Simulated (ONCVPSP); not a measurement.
## Rh (Z = 45): one change to an ONCV potential, before and after

Rh (Z = 45), optimised norm-conserving Vanderbilt (ONCV), made with ONCVPSP 4.0.1 (LDA (Perdew-Zunger), fully relativistic). Core [Ar] 3d10, reference 4s2 4p6 4d7 5s2. Waves: 4s+5s: rc 1.30 bohr, ncon 4, nbas 7, qcut 8.7 1/bohr, 2 projectors; 4p: rc 1.70 bohr, ncon 5, nbas 8, qcut 9.6 1/bohr, 2 projectors, debl 2 Ha; 4d: rc 2.20 bohr, ncon 3, nbas 8, qcut 6 1/bohr, 2 projectors, debl 0.4 Ha. Local part: polynomial inside 1.10 bohr (lpopt 3, dvloc0 3 Ha). Core correction: Teter function, fcfact 3.25, rcfact 1.2.

Open shells are filled in proportion to 2j + 1.

Change: functional PBE.

Cutoffs: the cutoffs (Ha) at which the residual kinetic energy of the hardest occupied pseudo-wave falls to 1 and 0.1 mHa per electron; they do not see the model core or the augmentation charge, which bear on the density cutoff. Errors are all-electron minus pseudo energies relative to the spin-unpolarised reference configuration.

Q: What does the change do?

A: The potential gets neither clearly harder nor softer (31 Ha and 36 Ha → 31 Ha and 36 Ha); a bound ghost appears in d, which as a rule spoils a file; the lowest positive-energy flag moves from d5/2 at 9.5 eV to none; the number of tests with a reliable result goes from 4 to 0.

```tsv
quantity	base	changed
cutoff, loose	31 Ha	31 Ha
cutoff, tight	36 Ha	36 Ha
loose cutoff by channel	s 31 Ha, p 28 Ha, d 15 Ha	s 31 Ha, p 29 Ha, d 15 Ha
bound ghosts	none	d5/2
GHOST(+) flags under 300 eV	d5/2 at 9.5 eV, d3/2 at 35.7 eV	none
tests with a reliable result	4 of 4	0 of 4
s: phases at 1.32 bohr within 0.05 rad from the reference energy up to (Ha; the scan ends near 5)	to the end of the scan	to the end of the scan
p3/2: phases at 1.72 bohr within 0.05 rad from the reference energy up to (Ha; the scan ends near 5)	to the end of the scan	to the end of the scan
p1/2: phases at 1.72 bohr within 0.05 rad from the reference energy up to (Ha; the scan ends near 5)	to the end of the scan	to the end of the scan
d5/2: phases at 2.23 bohr within 0.05 rad from the reference energy up to (Ha; the scan ends near 5)	0.3	0.9
d3/2: phases at 2.23 bohr within 0.05 rad from the reference energy up to (Ha; the scan ends near 5)	0.8	0.6
rms error of d²Exc/dni dnj with the model core, mHa	5.94	5.45
```

 A true bound ghost makes a file unfit for plane-wave use even where its test errors are small: the radial tests pick states by their node count and pass the ghost by.
